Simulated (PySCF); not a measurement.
CH2N, SMILES [NH+]#C, charge +1.

Coordinates come from a PBE0-D3(BJ)/def2-TZVPD optimisation. The isomer is the one that the SMILES or the coordinates give; other isomers of the formula were not compared.

Computed with M06-2X/def2-TZVPD (PySCF).

Isolated molecule, no solvent.

```yaml
total_energy: -93.70248 hartree
point_group: C∞v
highest_occupied_level: -21.15 eV
lowest_empty_level: -6.91 eV
orbital_gap: 14.24 eV
dipole_moment_about_the_centre_of_nuclear_charge: 0.37 D
mean_static_polarisability: 13.0 bohr³ (1.93 Å³)
polarisability_principal_values: 9.8, 9.8, 19.5 bohr³
```
